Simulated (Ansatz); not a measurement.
One change: `CB[SiH2][AlH2]` becomes `[AlH2][SiH2]BC[SiH3]`.

Ansatz, PBE0-D4/def2-TZVP geometries, multiplicity 1. Each molecule was computed in one conformer, which needn't be the lowest.

```csv
property,`CB[SiH2][AlH2]`
LUMO energy (PBE0/def2-TZVPP) / eV,-2.42
HOMO–LUMO gap (ωB97M-V/def2-TZVPP) / eV,8.36
size of the dipole moment (B3LYP/def2-TZVPP) / D,0.75
HOMO–LUMO gap (PBE0/def2-TZVPP) / eV,4.70
LUMO energy (PBE/def2-TZVPP) / eV,-3.21
size of the dipole moment (ωB97M-V/def2-TZVPP) / D,0.78
```

Problem. What does the change do to each property? (Estimate.)

Solution. The calculation gave: 
```tsv
property	`[AlH2][SiH2]BC[SiH3]`	shift
LUMO energy (PBE0/def2-TZVPP) / eV	-2.41	0.01
HOMO–LUMO gap (ωB97M-V/def2-TZVPP) / eV	8.39	0.03
size of the dipole moment (B3LYP/def2-TZVPP) / D	0.90	0.15
HOMO–LUMO gap (PBE0/def2-TZVPP) / eV	4.74	0.04
LUMO energy (PBE/def2-TZVPP) / eV	-3.18	0.03
size of the dipole moment (ωB97M-V/def2-TZVPP) / D	0.92	0.14
```

Dipoles are sizes alone; their direction can turn.

B3LYP here is the variant with VWN-RPA as its local correlation; programs differ in this.
